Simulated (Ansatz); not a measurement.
A nudged elastic band was laid between two geometries of H4O2Si2 (8 atoms, charge 0, multiplicity 1).

The calculation used RKS PBE-D4/def2-SVP in Ansatz 0.2.0.

```
movable images  : 6
climbing image  : no
spring          : 5.0 eV/Å²
optimiser       : quadratic models (default)
start path      : IDPP
force threshold : 0.03 eV/Å
iteration limit : 60
end points      : relaxed
```

Initial state:

```xyz
8
Properties=species:S:1:pos:R:3
O 1.268 -1.395 1.610
Si 0.819 -0.379 0.527
O 1.815 0.639 -0.340
Si -1.337 0.074 -0.286
H 2.766 0.561 -0.124
H -1.417 -0.399 -1.711
H -2.336 -0.656 0.561
H -1.579 1.556 -0.236
```

Final state:

```xyz
8
Properties=species:S:1:pos:R:3
O 1.228 -1.807 1.421
Si 0.926 -0.531 0.598
O 2.076 0.611 0.222
Si -1.174 0.002 -0.332
H 1.762 1.387 -0.279
H -1.215 -0.545 -1.733
H -2.259 -0.615 0.499
H -1.344 1.497 -0.397
```

Question: Which bonds break or form, and what moves?

Answer: No bond is made or broken. The dihedral O1–Si2–O3–H5 goes from 0 to -178°.

Question: Give the energies along the band, and the barrier.

Answer: The run converged. The highest image is number 3 of 0 to 7, 0.277 eV above the first end and 0.110 eV above the last; the last end lies 0.167 eV above the first. No image climbed, so the highest image needn't sit at the top of the path.

```csv
image,path coordinate (Å),energy (eV),dihedral O1–Si2–O3–H5 (°)
0,0.00,0.000,0
1,0.33,0.035,-14
2,0.65,0.159,-47
3,0.98,0.277,-87
4,1.31,0.266,-125
5,1.63,0.193,-159
6,1.96,0.168,-178
7,2.29,0.167,-178
```

Question: What is the geometry of the highest image?

Answer: 
```xyz
8
Properties=species:S:1:pos:R:3
O 1.122 -1.551 1.708
Si 0.842 -0.540 0.567
O 1.962 0.269 -0.359
Si -1.252 0.062 -0.304
H 2.356 1.119 -0.105
H -1.289 -0.303 -1.762
H -2.363 -0.615 0.441
H -1.379 1.558 -0.186
```

Run time: 4.7 min on 1 thread of Arm Neoverse V1, with other jobs on the host, peak memory 0.12 GiB.
